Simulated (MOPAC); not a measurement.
Input file for MOPAC: AM1 on H8Si2 (a complex), monomers drawn apart or pushed together.

```
AM1 1SCF PRECISE CHARGE=0 THREADS=1
H8Si2

Si     0.01753434 1    -0.16762224 1    -0.10150452 1
H      1.06879216 1     0.87345654 1    -0.08739598 1
H     -1.07625700 1     0.22539958 1     0.81558087 1
H      0.58978556 1    -1.45799786 1     0.34195421 1
H     -0.52126322 1    -0.30918478 1    -1.47336801 1
Si    -0.02252818 1     0.21699247 1     4.50277660 1
H     -0.82886420 1    -0.99947335 1     4.25976963 1
H      1.11277298 1     0.25095140 1     3.55315220 1
H      0.49889962 1     0.19768458 1     5.88844726 1
H     -0.86338316 1     1.41863274 1     4.30668860 1
```

Program output:

```
*******************************************************************************
 **                                                                           **
 **                              MOPAC v23.2.5                                **
 **                                                                           **
 *******************************************************************************
 ** MOPAC's Digital Object Identifier: https://doi.org/10.5281/zenodo.6511958 **
 **                                                                           **
 ** Please cite the open-source release paper for use of this MOPAC version:  **
 ** J. E. Moussa and J. J. P. Stewart (2026)                                  **
 ** MOPAC: An open-source semiempirical molecular orbital program             **
 ** J. Open Source Softw., 11(119), 8025, https://doi.org/10.21105/joss.08025 **
 *******************************************************************************

                              AM1 CALCULATION RESULTS

 *******************************************************************************
 *  AM1        - The AM1 Hamiltonian to be used
 *
 *
 *
 *                 CHARGE ON SYSTEM = 0
 *
 *
 *
 *  PRECISE    - TIGHTER CRITERIA TO BE USED
 *  1SCF       - DO 1 SCF AND THEN STOP
 *  THREADS=1  - MULTI-THREADING NOT USED
 *  T=         - A TIME OF 172800.0 SECONDS REQUESTED
 *  DUMP=N     - RESTART FILE WRITTEN EVERY 7200.0 SECONDS REQUESTED
 *******************************************************************************
AM1 1SCF PRECISE CHARGE=0 THREADS=1
 H8Si2

   ATOM   CHEMICAL          X               Y               Z
  NUMBER   SYMBOL      (ANGSTROMS)     (ANGSTROMS)     (ANGSTROMS)

     1      Si          0.01753434  *  -0.16762224  *  -0.10150452  *
     2       H          1.06879216  *   0.87345654  *  -0.08739598  *
     3       H         -1.07625700  *   0.22539958  *   0.81558087  *
     4       H          0.58978556  *  -1.45799786  *   0.34195421  *
     5       H         -0.52126322  *  -0.30918478  *  -1.47336801  *
     6      Si         -0.02252818  *   0.21699247  *   4.50277660  *
     7       H         -0.82886420  *  -0.99947335  *   4.25976963  *
     8       H          1.11277298  *   0.25095140  *   3.55315220  *
     9       H          0.49889962  *   0.19768458  *   5.88844726  *
    10       H         -0.86338316  *   1.41863274  *   4.30668860  *



          CARTESIAN COORDINATES

    NO.       ATOM           X           Y           Z

     1        Si          0.0175     -0.1676     -0.1015
     2         H          1.0688      0.8735     -0.0874
     3         H         -1.0763      0.2254      0.8156
     4         H          0.5898     -1.4580      0.3420
     5         H         -0.5213     -0.3092     -1.4734
     6        Si         -0.0225      0.2170      4.5028
     7         H         -0.8289     -0.9995      4.2598
     8         H          1.1128      0.2510      3.5532
     9         H          0.4989      0.1977      5.8884
    10         H         -0.8634      1.4186      4.3067

  H: (AM1): M.J.S. DEWAR ET AL, J. AM. CHEM. SOC. 107 3902-3909 (1985)
 Si: (AM1): M.J.S.DEWAR, C. JIE, ORGANOMETALLICS, 6, 1486-1490 (1987).

           Empirical Formula: H8 Si2  =    10 atoms



      MOLECULAR POINT GROUP   :   C2


      RHF CALCULATION, NO. OF DOUBLY OCCUPIED LEVELS = 8


 -------------------------------------------------------------------------------
 AM1 1SCF PRECISE CHARGE=0 THREADS=1
 H8Si2



     1SCF WAS SPECIFIED, SO BFGS WAS NOT USED
     SCF FIELD WAS ACHIEVED


                              AM1 CALCULATION
                                                       MOPAC v23.2.5 Linux




          FINAL HEAT OF FORMATION =          8.85043 KCAL/MOL =      37.03018 KJ/MOL


          COSMO AREA              =        147.42 SQUARE ANGSTROMS
          COSMO VOLUME            =        136.68 CUBIC ANGSTROMS

          IONIZATION POTENTIAL    =         12.106926 EV
          HOMO LUMO ENERGIES (EV) =        -12.107  1.549
          NO. OF FILLED LEVELS    =          8
          MOLECULAR WEIGHT        =         64.2342         POINT GROUP:  C2

          MOLECULAR DIMENSIONS (Angstroms)

            Atom       Atom       Distance
            H     9    H     5     7.44943
            H     4    H    10     3.28328
            H     7    H     2     3.26858


          SCF CALCULATIONS        =          1





   ATOM   CHEMICAL          X               Y               Z
  NUMBER   SYMBOL      (ANGSTROMS)     (ANGSTROMS)     (ANGSTROMS)

     1      Si          0.01753434  *  -0.16762224  *  -0.10150452  *
     2       H          1.06879216  *   0.87345654  *  -0.08739598  *
     3       H         -1.07625700  *   0.22539958  *   0.81558087  *
     4       H          0.58978556  *  -1.45799786  *   0.34195421  *
     5       H         -0.52126322  *  -0.30918478  *  -1.47336801  *
     6      Si         -0.02252818  *   0.21699247  *   4.50277660  *
     7       H         -0.82886420  *  -0.99947335  *   4.25976963  *
     8       H          1.11277298  *   0.25095140  *   3.55315220  *
     9       H          0.49889962  *   0.19768458  *   5.88844726  *
    10       H         -0.86338316  *   1.41863274  *   4.30668860  *

                             CARTESIAN COORDINATES

   1   Si        0.017534340    -0.167622240    -0.101504520
   2    H        1.068792160     0.873456540    -0.087395980
   3    H       -1.076257000     0.225399580     0.815580870
   4    H        0.589785560    -1.457997860     0.341954210
   5    H       -0.521263220    -0.309184780    -1.473368010
   6   Si       -0.022528180     0.216992470     4.502776600
   7    H       -0.828864200    -0.999473350     4.259769630
   8    H        1.112772980     0.250951400     3.553152200
   9    H        0.498899620     0.197684580     5.888447260
  10    H       -0.863383160     1.418632740     4.306688600


           Empirical Formula: H8 Si2  =    10 atoms



      MOLECULAR POINT GROUP   :   C2


                  EIGENVALUES
 -16.13068 -15.97462 -12.50059 -12.37974 -12.34552 -12.27089 -12.23221 -12.10693
   1.54929   1.55959   1.59225   1.59355   1.59990   1.62332   2.08460   2.10357


              NET ATOMIC CHARGES AND DIPOLE CONTRIBUTIONS

  ATOM NO.   TYPE          CHARGE      No. of ELECS.   s-Pop       p-Pop
    1         Si           0.601303        3.3987     0.87188     2.52681
    2          H          -0.149348        1.1493     1.14935
    3          H          -0.151988        1.1520     1.15199
    4          H          -0.149711        1.1497     1.14971
    5          H          -0.150254        1.1503     1.15025
    6         Si           0.601303        3.3987     0.87189     2.52681
    7          H          -0.149727        1.1497     1.14973
    8          H          -0.151990        1.1520     1.15199
    9          H          -0.150261        1.1503     1.15026
   10          H          -0.149326        1.1493     1.14933
 DIPOLE           X         Y         Z       TOTAL
 POINT-CHG.    -0.000    -0.002     0.000     0.002
 HYBRID         0.000     0.000    -0.000     0.000
 SUM           -0.000    -0.001     0.000     0.001


          ATOMIC ORBITAL ELECTRON POPULATIONS

     Atom    s        px        py        pz
    1 Si   0.87188   0.84155   0.84299   0.84227
    2  H   1.14935
    3  H   1.15199
    4  H   1.14971
    5  H   1.15025
    6 Si   0.87189   0.84140   0.84322   0.84219
    7  H   1.14973
    8  H   1.15199
    9  H   1.15026
   10  H   1.14933

 **********************
 *                    *
 * JOB ENDED NORMALLY *
 *                    *
 **********************




 == MOPAC DONE ==
```

The run finished.

Cost: around 0.03 core-seconds (rough).
